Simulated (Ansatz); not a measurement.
Reaction (formal exchange of groups at a B–C bond): `CB([SiH3])CF` + `C#N` → `CB[SiH3]` + `N#CCF`

Program: Ansatz. Geometries: PBE0-D4/def2-TZVP. ΔE: electronic, gas phase. CCSD(T)/CBS is the MP2 limit (def2-TZVPP, def2-QZVPP) plus CCSD(T) − MP2 in def2-TZVPP, frozen cores. This one scheme is used for every species. Functionals use def2-TZVPP. Each species was taken in one conformer, which may not be the lowest.

**Question.** Is it downhill or uphill in electronic energy at CCSD(T)/CBS, and by how much? (An estimate is asked.)

**Answer.** Computed: Uphill: ΔE = +39.2 kJ/mol.

**Question.** What do these levels give: r2SCAN-D4, PBE0-D4, ωB97X-V, r2SCAN, SCS-MP2/def2-TZVPP, MP2/CBS(def2)? (An estimate is asked.)

**Answer.** Ansatz gave: r2SCAN-D4 36.1, PBE0-D4 33.5, ωB97X-V 34.7, r2SCAN 34.9, SCS-MP2/def2-TZVPP 32.1, MP2/CBS(def2) 39.1 kJ/mol.

Largest T1 diagnostic among the species: 0.014.

The D4 term adds +5.9 kJ/mol with B3LYP and +3.4 kJ/mol with PBE0; it sums over pairs of atoms, weighted by their polarisabilities, and B3LYP, whose exchange is more repulsive, gets the larger term. In def2-TZVPP, CCSD(T) changes the Hartree–Fock value by +12.5 kJ/mol (the triples alone add +1.2 kJ/mol) and MP2 by +12.5 kJ/mol.

B3LYP here is the variant with VWN-RPA as its local correlation; programs differ in this.
